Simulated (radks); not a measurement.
Valence configurations of Pb3+ (all share [Xe]). Calculated with a radial shooting solver on a logarithmic mesh with Libxc functionals: Dirac Kohn-Sham, PBE, spin-unpolarised, spherical densities, finite nucleus; open shells are shared between the two j in proportion to 2j + 1; Fermi nuclear charge, rms radius 5.5012 fm. Energies are relative to 4f14 5d10 6s1; eigenvalues in eV.

\begin{tabular}{lrrrrrr}
valence & E (eV) & e(4f5/2) & e(4f7/2) & e(5d3/2) & e(5d5/2) & e(6p1/2) \\ \hline
4f14 5d10 6s1 & 0.000 & -164.02 & -158.99 & -51.014 & -48.349 & - \\
4f14 5d9.5 6s1.5 & 6.194 & -166.42 & -161.38 & -52.704 & -49.986 & - \\
4f14 5d10 6p1 & 11.254 & -165.72 & -160.69 & -52.562 & -49.876 & -29.024 \\
4f14 5d9 6s2 & 12.814 & -168.84 & -163.81 & -54.403 & -51.632 & - \\
4f14 5d9 6s1 6p1 & 24.568 & -170.53 & -165.49 & -55.926 & -53.133 & -30.255 \\
4f13.5 5d10 6s1 6p0.5 & 69.632 & -174.03 & -168.92 & -54.496 & -51.681 & -29.350 \\
4f13.5 5d10 6s0.5 6p1 & 75.450 & -174.87 & -169.77 & -55.264 & -52.439 & -29.791 \\
4f13.5 5d9 6s0.5 6p2 & 102.68 & -181.46 & -176.35 & -60.186 & -57.232 & -31.872 \\
4f13 5d10 6s2 & 131.81 & -182.51 & -177.33 & -56.487 & -53.541 & - \\
4f13 5d10 6s1 6p1 & 143.74 & -184.21 & -179.03 & -58.033 & -55.067 & -30.562 \\
\end{tabular}

NIST lists [Xe] 4f14 5d10 6s1 as the ground configuration; this level of theory agrees among the configurations tried. The energies are those of spherical spin-averaged densities, not of single terms.
